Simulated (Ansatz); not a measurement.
CH8ClNSi2 can be A, `NC[SiH2][SiH2]Cl`, or B, `C[SiH2]N[SiH2]Cl`.

Program: Ansatz. Geometries: PBE0-D4/def2-TZVP. ΔE: electronic, gas phase. CCSD(T)/CBS is the MP2 limit (def2-TZVPP, def2-QZVPP) plus CCSD(T) − MP2 in def2-TZVPP, frozen cores. Functionals use def2-TZVPP. B3LYP here is the variant with VWN-RPA as its local correlation; programs differ in this. Each species was taken in one conformer, which may not be the lowest.

**Question.** Which isomer does CCSD(T)/CBS put lower? Give the gap. (Estimate.)

**Answer.** The calculation gave: B, by 53.1 kcal/mol.

**Question.** Give E(B) − E(A) in kcal/mol with B3LYP-D4, B3LYP, CCSD(T)/def2-SVP, MP2/def2-TZVPP, HF/def2-TZVPP, PBE0-D4, r2SCAN-D4. (An estimate is asked.)

**Answer.** Computed: B3LYP-D4 -51.9, B3LYP -51.3, CCSD(T)/def2-SVP -48.0, MP2/def2-TZVPP -56.0, HF/def2-TZVPP -56.2, PBE0-D4 -48.5, r2SCAN-D4 -52.0. None reverses the order clearly.

**Question.** Does the order hold for the free energy at 298.15 K (harmonic terms from PBE0-D4)? (An estimate is asked.)

**Answer.** Ansatz gave: Yes: G(B) − G(A) = -53.8 kcal/mol, for one conformer each. Modes under 60 cm⁻¹, often nearly free rotors, make the harmonic entropy too high.

Largest T1 diagnostic: 0.010.

Leaving LDA and LC-ωPBE aside and taking each functional with its dispersion term where it has one, the values, not all of them listed here, spread over 8.5 kcal/mol, from BHLYP-D4 to PBE-D4. LDA lies −1.6 kcal/mol from PBE without D4. From PBE to PBE0 (25 % exact exchange), in def2-TZVPP and without D4, E(B) − E(A) moves by −2.4 kcal/mol.
